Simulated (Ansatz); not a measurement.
System: PO, charge 0, doublet. PO (SMILES O=[P], doublet).
B3LYP-D3(BJ)/def2-TZVP minimum from Ansatz (a program for electronic structure):
```xyz
2

P      0.0000     0.0000    -0.5147
O      0.0000     0.0000     0.9651
```
Charge 0, spin multiplicity 2.

Total energies in cc-pV(T+d)Z, 11 correlated electrons, 6 frozen orbitals. Radicals and triplets start from unrestricted determinants; spin-orbit coupling is neglected. Cores are frozen in correlated methods. No relativity.

| method | program | energy (Eh) | minus CCSDT(Q) (mEh) |
|---|---|---|---|
| HF | Ansatz | -415.62379 | 384.58 |
| MP2 | Ansatz | -415.97959 | 28.79 |
| CCSD | Ansatz | -415.98752 | 20.86 |
| CCSD(T) | Ansatz | -416.00619 | 2.19 |
| CCSDT(Q) | Ansatz | -416.00838 | 0.00 |

Rough core times of Ansatz's runs on a shared machine: CCSD(T) under 20 s, CCSDT(Q) 4 min.
